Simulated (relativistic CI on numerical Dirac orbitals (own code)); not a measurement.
## Sensitivity of the levels of Ir¹³⁺ to α and to the nuclear radius

Method of calculation: Dirac-Coulomb-Breit CI, separate exchange-only KLI orbitals for each configuration, derivatives by finite differences, unscaled Slater integrals, QED left out (own radial code, finite nucleus).

Configurations in the expansion (outside the closed core [Kr] 4d10): 4f14 5s2 5p2, 4f14 5s 5p3, 4f13 5s2 5p3, 4f14 5s2 5p 5d, 4f14 5s2 5d2, 4f14 5p4, 4f13 5p5. Double excitations out of closed p, d and f shells are left out; levels of such configurations are missing from the list, as are those of other unlisted configurations, and high levels can miss mixing partners.

With x = (α/α₀)² − 1 an excitation energy changes as ω = ω₀ + qx; K = 2q/ω₀ is the relative enhancement. Terms are leading LS components, so labels can repeat. The field-shift factor is F = δν/δ⟨r²⟩ for the transition from the lowest level.

Lowest level 4f14 5s2 5p2 3P_0.

```
            Level  ω₀ (cm⁻¹)  q (cm⁻¹)       K  F (GHz/fm²)
4f14 5s2 5p2 3P_1     126175    175400    2.78        -29.5
4f14 5s2 5p2 1D_2     141199    174900    2.48        -29.2
4f14 5s2 5p2 3P_2     276186    332500    2.41        -59.8
4f13 5s2 5p3 3G_5     279788   -124800  -0.892         38.5
4f13 5s2 5p3 3D_2     284989   -102700   -0.72         35.3
4f13 5s2 5p3 3F_3     287681   -123100  -0.856         38.3
4f13 5s2 5p3 3F_4     294540   -120900  -0.821         37.9
4f13 5s2 5p3 3D_1     301126   -102700  -0.682         39.9
4f14 5s2 5p2 1S_0     303927    355700    2.34        -68.5
4f13 5s2 5p3 3G_4     311593   -101900  -0.654         39.8
4f13 5s2 5p3 3F_2     317191   -100700  -0.635         39.3
4f13 5s2 5p3 3F_3     320893    -98730  -0.615         39.3
4f14 5s 5p3 5S°_2     407104    246700    1.21         -493
4f13 5s2 5p3 5F_5     409581     54870   0.268         8.39
4f13 5s2 5p3 3F_4     414351     50090   0.242         9.34
4f13 5s2 5p3 3F_2     416867     57950   0.278         7.98
4f13 5s2 5p3 3F_3     418674     53930   0.258         8.56
4f13 5s2 5p3 3F_4     432508     57740   0.267         8.19
4f13 5s2 5p3 3G_5     432671     54450   0.252         8.87
4f13 5s2 5p3 5F_1     433410     77150   0.356         9.76
4f13 5s2 5p3 5F_2     433530     74370   0.343           10
4f13 5s2 5p3 3H_6     433852     55090   0.254         8.74
4f13 5s2 5p3 3G_3     434544     64330   0.296         8.46
```

At this charge transitions that keep the count of f electrons are usually good to a few per cent. Levels and lines within the n = 5 or 6 shells can be off by up to 10 % or somewhat more, and those that change n by about 2 %, since core polarisation is missing. Levels that differ in their count of f electrons can be misplaced by several ten thousand cm⁻¹, since the correlation energy of f electrons is missing or only estimated; rates across such gaps can be off by orders of magnitude.
